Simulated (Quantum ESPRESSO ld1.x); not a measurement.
Results of a calculation; reference values are marked as such.
The mean radii <r> (bohr) of the occupied orbitals of an atom or ion are listed with their occupations. Code: ld1.x of Quantum ESPRESSO 7.5. Model: scalar-relativistic Kohn-Sham, LDA (Slater exchange, Perdew-Zunger correlation), spin-polarised, spherical densities, point nucleus.

orbital  occ.     <r>
1s up       1  0.4240
1s down     1  0.4233
2s up       1   2.265

Name the element and its charge. Open shells, if any, are filled with parallel spins first.

Answer. Z = 4, beryllium, charge +1: Be+ in [He] 2s1. The 1s radius gives Z: for a bare nucleus <r> = (2 gamma + 1)/(2Z) with gamma = sqrt(1 - (Z/c)^2), 0.3749 bohr for Z = 4, and screening makes it slightly larger (0.4240 here). The occupations add up to 3, and the charge is Z minus that.
